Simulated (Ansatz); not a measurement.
Consider the cleavage of the Si–Si bond: `CC[SiH2][SiH2]F` + `CO[SiH](F)S` → `CO[SiH](F)S[SiH2]F` + `CC[SiH3]`.

Isolated molecules relaxed with PBE0-D4/def2-TZVP in Ansatz; ΔE leaves out vibrations. CBS: MP2 limit from def2 TZ/QZ plus the TZ coupled-cluster correction, frozen cores. DFT in def2-TZVPP. Each species was taken in one conformer, which may not be the lowest.

CCSD(T)/CBS gives -82.0 kJ/mol.

Another level gave -78.2 kJ/mol. Which?
A. ωB97X-V/def2-TZVPP
B. PBE/def2-TZVPP
C. MP2/def2-TZVPP
D. PBE-D4/def2-TZVPP

A. ωB97X-V -78.2, MP2/def2-TZVPP -90.1, PBE-D4 -71.8, PBE -67.3 kJ/mol.

Largest T1 diagnostic among the species: 0.012.

The D4 term adds −7.3 kJ/mol with B3LYP and −4.0 kJ/mol with PBE0; it sums over pairs of atoms, weighted by their polarisabilities, and B3LYP, whose exchange is more repulsive, gets the larger term. From PBE to PBE0 (25 % exact exchange), in def2-TZVPP and without D4, ΔE moves by −4.5 kJ/mol.

B3LYP here is the variant with VWN-RPA as its local correlation; programs differ in this.
